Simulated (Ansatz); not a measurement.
Ideal-gas functions of `ClB[SeH]` at 400 K and 1 bar, from an Ansatz frequency run at PBE0-D4/def2-TZVP.

Molar mass 127.24 g/mol, point group Cs (symmetry number 1), electronic degeneracy 1, moments of inertia 13.759, 252.1, 265.858 u Å². Harmonic wavenumbers (cm⁻¹, unscaled): 202, 391, 614, 754, 759, 874, 1068, 2447, 2687.

Use S(trans) = R[1.5 ln M + 2.5 ln T − 1.1517]; rotational temperatures θ = 24.2544 K / I; S(rot) = R[ln(√π/σ · √(T³/θAθBθC)) + 1.5]; for each mode x = 1.438777 ν̃/T, S = R[x/(eˣ − 1) − ln(1 − e⁻ˣ)] and H = RT x/(eˣ − 1); 1 cm⁻¹ = 0.0119627 kJ/mol; R = 8.31446 J/(mol·K).

**Question.** By hand: the entropy, in J/(mol·K).

**Answer.** Translation 175.4. Rotation: θ = 1.7628, 0.0962, 0.0912 K, giving 109.3. Vibration, mode by mode: 11.15, 6.13, 3.23, 2.17, 2.14, 1.54, 0.88, 0.01, 0.01, in all 27.3. Electronic 0.0. Sum 312.0 J/(mol·K).

**Question.** By hand: H − E and G − E in kJ/mol, counted from the electronic energy.

**Answer.** Zero-point energy ½ × 9796 × 0.0119627 = 58.6; thermal vibration 6.7; translation, rotation and pV give 4 RT = 13.3. H − E = 78.6 kJ/mol, and G − E = 78.6 − 400 × 312.0/1000 = -46.2 kJ/mol.

Vibration gives 9 % of the entropy. The sum counts one conformer and one mirror image; others add a mixing term.
